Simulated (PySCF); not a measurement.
## Spin-Hamiltonian simulation

Molecule: SMILES FC(F)(F)c1cccnc1, C$_{6}$H$_{4}$F$_{3}$N.

Geometry:
```json
{"atom": "F1", "x (Å)": "2.546", "y (Å)": "0.104", "z (Å)": "1.188"}
{"atom": "C2", "x (Å)": "2.047", "y (Å)": "0.141", "z (Å)": "-0.053"}
{"atom": "F3", "x (Å)": "2.395", "y (Å)": "1.317", "z (Å)": "-0.582"}
{"atom": "F4", "x (Å)": "2.657", "y (Å)": "-0.820", "z (Å)": "-0.752"}
{"atom": "C5", "x (Å)": "0.557", "y (Å)": "-0.042", "z (Å)": "-0.046"}
{"atom": "C6", "x (Å)": "-0.299", "y (Å)": "1.055", "z (Å)": "0.027"}
{"atom": "C7", "x (Å)": "-1.668", "y (Å)": "0.822", "z (Å)": "0.082"}
{"atom": "C8", "x (Å)": "-2.118", "y (Å)": "-0.498", "z (Å)": "0.060"}
{"atom": "N9", "x (Å)": "-1.306", "y (Å)": "-1.549", "z (Å)": "-0.016"}
{"atom": "C10", "x (Å)": "0.001", "y (Å)": "-1.324", "z (Å)": "-0.069"}
{"atom": "H11", "x (Å)": "0.105", "y (Å)": "2.069", "z (Å)": "0.036"}
{"atom": "H12", "x (Å)": "-2.379", "y (Å)": "1.649", "z (Å)": "0.138"}
{"atom": "H13", "x (Å)": "-3.191", "y (Å)": "-0.715", "z (Å)": "0.104"}
{"atom": "H14", "x (Å)": "0.653", "y (Å)": "-2.201", "z (Å)": "-0.140"}
```

Method: shieldings: GIAO KT3/pcSseg-1, B3LYP/pcJ-1 coupling constants (spin–dipole term only in couplings to heteroatoms), PBE0-D3(BJ)/def2-SVP geometry, in PySCF (single conformer, relativity neglected, equivalent nuclei averaged, gas phase).

Chemical shifts δ = σref − σ; 1H (31.32 ppm) vs TMS, all at this level.

Shifts (ppm): F1/F3/F4 -94.7, H11 7.61, H12 7.03, H13 8.62, H14 8.75.
Couplings (Hz): F1–F3, F1–F4, F3–F4: 71.2; F1–H11, F3–H11, F4–H11: -0.2; F1–H12, F3–H12, F4–H12: 0.8; F1–H13, F3–H13, F4–H13: -0.7; F1–H14, F3–H14, F4–H14: -0.4; H11–H12: 8.9; H11–H13: 1.6; H11–H14: 2.3; H12–H13: 5.5; H12–H14: 0.9; H13–H14: -0.9.

The 7-spin Hamiltonian (Zeeman plus full scalar coupling among like nuclei) was diagonalised exactly; lines are Lorentzian, 0.4 Hz wide, and the maxima above 3 % are listed with the tallest set to 100.

Question: Give the 1H peak list of this spin system at 90 MHz.

Answer: 
```tsv
Hz	ppm	height
789.8	8.775	43
789.3	8.770	67
788.9	8.766	93
788.5	8.761	97
788.0	8.756	85
787.6	8.751	87
787.1	8.745	84
786.6	8.740	100
786.2	8.736	99
785.8	8.731	75
785.3	8.726	52
780.9	8.676	16
780.2	8.668	43
779.4	8.659	63
778.6	8.651	76
777.9	8.643	64
777.0	8.633	40
776.2	8.625	16
775.4	8.616	18
774.7	8.608	45
773.9	8.598	66
773.1	8.590	81
772.4	8.582	68
771.6	8.573	42
770.8	8.564	15
691.7	7.685	49
690.0	7.666	54
689.5	7.661	54
687.8	7.642	45
682.8	7.586	70
681.1	7.567	75
680.6	7.562	76
678.9	7.543	62
641.1	7.123	16
640.2	7.114	51
639.5	7.105	72
638.7	7.096	51
637.8	7.087	17
635.7	7.063	16
634.8	7.053	47
634.0	7.044	65
633.2	7.035	48
632.3	7.026	23
631.4	7.015	37
630.6	7.006	52
629.8	6.997	36
628.9	6.988	12
626.8	6.964	11
625.9	6.954	34
625.1	6.946	47
624.2	6.936	34
623.5	6.927	11
```

Question: And at 400 MHz?

Answer: 
δ in ppm (height): 8.756 (48), 8.755 (71), 8.753 (97), 8.752 (100), 8.751 (86), 8.750 (87), 8.749 (85), 8.748 (100), 8.747 (99), 8.745 (73), 8.745 (50), 8.633 (15), 8.631 (43), 8.629 (67), 8.627 (80), 8.625 (67), 8.623 (43), 8.621 (17), 8.619 (17), 8.617 (44), 8.615 (68), 8.613 (82), 8.611 (68), 8.609 (43), 8.607 (15), 7.626 (55), 7.622 (62), 7.621 (62), 7.617 (54), 7.604 (59), 7.600 (67), 7.598 (67), 7.594 (58), 7.052 (14), 7.050 (45), 7.048 (65), 7.046 (45), 7.044 (15), 7.038 (15), 7.036 (45), 7.034 (64), 7.032 (46), 7.030 (25), 7.028 (43), 7.026 (61), 7.024 (42), 7.021 (14), 7.016 (14), 7.014 (41), 7.012 (59), 7.010 (41), 7.008 (13)

Question: Among coupled protons with different shifts, which pair is furthest from first order, and how does the field change that?

Answer: H11 and H12: Δν/J is about 5.9 at 90 MHz (intermediate, with clear roofing) and 26.1 at 400 MHz (close to first order). J in Hz doesn't depend on the field, while Δν in Hz grows in proportion to it.

Unscaled 3J(H,H) at this level run about 10 % above measured values.
